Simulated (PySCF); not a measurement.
**Two-component Hartree-Fock for Ta⁵⁴⁺ (tantalum, charge +54)**

Start: [Ar] 3d1; 3d3/2 filled at m_j = +3/2. Calculated with PySCF 2.14 in an uncontracted even-tempered set (15 s from 15 bohr⁻², ratio 2.8; 12 p from 20 bohr⁻², ratio 2.8; 8 d from 20 bohr⁻², ratio 2.8; 3 f from 60 bohr⁻², ratio 3): generalised Hartree-Fock with the X2C-1e Hamiltonian and a Gaussian nucleus; one run each with spin-orbit coupling (SO) switched off, then screened by Boettger's factors.

```tsv
spinor shell	electrons	ε, spin-free (eV)	ε, screened SO (eV)	weight of nominal j (screened SO)	rms radius, screened SO (bohr)
1s1/2	2	-71573.0	-71552.6	1.000	0.0211
2s1/2	2	-15468.9	-15461.9	1.000	0.0845
2p1/2	2	-14029.9	-14952.5	1.000	0.0718
2p3/2	4	-14029.9	-13651.4	1.000	0.0788
3s1/2	2	-5948.7	-5946.5	1.000	0.207
3p1/2	2	-5506.1	-5743.2	1.000	0.197
3p3/2	4	-5506.1	-5407.0	1.000	0.210
3d3/2	1	-5120.5	-5163.9	1.000	0.179
```

```json
{"quantity": "E (hartree)", "spin-free": "-12724.92036", "screened SO": "-12743.41768"}
{"quantity": "M_J", "spin-free": "3/2", "screened SO": "3/2"}
{"quantity": "⟨J²⟩", "spin-free": "3.955", "screened SO": "3.750"}
{"quantity": "⟨L²⟩", "spin-free": "6.000", "screened SO": "6.054"}
{"quantity": "⟨S²⟩", "spin-free": "0.750", "screened SO": "0.803"}
```

Each row is a mean over spinors that exchange with the open shell spreads, by up to 25.107 eV (3p1/2).

Breit and QED terms are absent; they matter most for the inner s and p1/2 levels.

Densities and radii are taken from the X2C orbitals without a picture-change correction, which distorts them close to the nucleus.

Without spin-orbit coupling the j labels of p, d and f shells carry no meaning; the spin-free column gives the mean over the occupied spinors of each nl shell, and its ⟨J²⟩ belongs to a mixture of degenerate components.
